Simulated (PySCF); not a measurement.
C7H11BO2.
Cartesian coordinates in Å at the PBE0-D3(BJ)/def2-SVP level; atoms count from 1:
```
atom  x, y, z in Å
C1     4.4722    0.1677   -0.7544
C2     3.2665    0.4765   -1.2554
C3     2.0131    0.2857   -0.5481
C4     0.7932    0.5792   -1.0442
B5    -0.5204    0.3525   -0.2457
O6    -0.4485   -0.1612    1.0199
C7    -1.6162   -0.3983    1.7699
C8    -2.8092   -0.6503    0.8680
C9    -2.9250    0.4732   -0.1444
O10   -1.7124    0.6706   -0.8346
H11    5.3891    0.3284   -1.3267
H12    4.5765   -0.2580    0.2487
H13    3.1973    0.9013   -2.2643
H14    2.0813   -0.1304    0.4655
H15    0.7316    0.9947   -2.0580
H16   -1.4271   -1.2609    2.4285
H17   -1.8091    0.4724    2.4239
H18   -3.7325   -0.7309    1.4628
H19   -2.6742   -1.6090    0.3387
H20   -3.2098    1.4146    0.3613
H21   -3.7069    0.2576   -0.8895
```

Computed with PySCF at PBE0/pcSseg-1, non-relativistic, on one gas-phase PBE0-D3(BJ)/def2-SVP geometry that isn't relaxed in the solvent. The solvent is an IEF-PCM continuum (van der Waals radii × 1.2). Specific hydrogen bonds and non-electrostatic terms are outside this model.

```
run  E − E(gas) (kcal/mol)  HOMO (eV)  HOMO–LUMO gap (eV)  dipole (D)
gas                   0.00      -6.60                5.41        2.46
  P                  -2.53      -6.68                5.42        2.70
  Q                  -5.53      -6.81                5.42        2.94
```

Q: The runs were made in acetone and benzene. Which run belongs to which solvent?

A: P = benzene, Q = acetone. The dielectric constants are 2.271 (benzene), 20.49 (acetone), and the energy falls further as ε rises. In this model the ground state sees the solvent through ε alone.

Q: How constant is the ratio of the lowering to (ε − 1)/(2ε + 1)?

A: 
```
solvent  (ε − 1)/(2ε + 1)  E − E(gas) (kcal/mol)  ratio (kcal/mol)  polarisation term (kcal/mol)
benzene             0.229                  -2.53             -11.0                         -2.68
acetone             0.464                  -5.53             -11.9                         -6.31
```

The ratio changes by +8.1 % in size from benzene to acetone. The polarisation term is half the interaction of the solute with the induced surface charges.
